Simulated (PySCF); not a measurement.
SMILES O[Si](C)([Al]([CH3])[CH3])C (C4H13AlOSi), GFN2-xTB optimised geometry.

```
20

Si     1.16     0.00     0.00
C      1.96     0.63    -1.63
C      1.87    -1.75     0.35
O      1.79     0.87     1.26
Al    -1.30     0.00     0.00
C     -2.21    -1.78     0.07
C     -2.25     1.76     0.00
H      1.70    -0.02    -2.46
H      1.61     1.63    -1.88
H      3.05     0.67    -1.57
H      1.51    -2.12     1.30
H      1.56    -2.45    -0.42
H      2.96    -1.75     0.39
H      1.79     1.82     1.23
H     -2.88    -1.94    -0.78
H     -2.83    -1.90     0.97
H     -1.50    -2.61     0.07
H     -2.84     1.91     0.91
H     -2.96     1.85    -0.83
H     -1.57     2.61    -0.08
```

Density from PySCF with PBE0/def2-SVP at that geometry.

Minimum of the electron density along straight lines between bonded atoms, close to the bond critical point (lines longer than 1.1 times the sum of covalent radii, or with two minima, are not listed):

```
bond     length / Å  ρ at the minimum / e bohr⁻³  ∇²ρ there / e bohr⁻⁵  position (fraction from the first atom)
-------  ----------  ---------------------------  --------------------  ---------------------------------------
Si1–C2        1.927                        0.106                  0.30                                     0.38
Si1–C3        1.915                        0.109                  0.30                                     0.38
Si1–O4        1.657                        0.120                  0.95                                     0.41
Si1–Al5       2.457                        0.065                  0.06                                     0.65
Al5–C6        1.994                        0.078                  0.30                                     0.40
Al5–C7        1.999                        0.077                  0.30                                     0.40
C2–H8         1.086                        0.271                 -0.96                                     0.62
C2–H9         1.087                        0.270                 -0.95                                     0.62
C2–H10        1.087                        0.271                 -0.96                                     0.62
C3–H11        1.086                        0.271                 -0.96                                     0.62
C3–H12        1.086                        0.271                 -0.96                                     0.62
O4–H14        0.952                        0.359                 -2.43                                     0.82
C6–H15        1.097                        0.262                 -0.89                                     0.62
C6–H16        1.097                        0.262                 -0.89                                     0.62
C6–H17        1.097                        0.264                 -0.91                                     0.62
C7–H18        1.098                        0.262                 -0.89                                     0.62
C7–H19        1.097                        0.262                 -0.89                                     0.62
C7–H20        1.098                        0.263                 -0.90                                     0.62
```
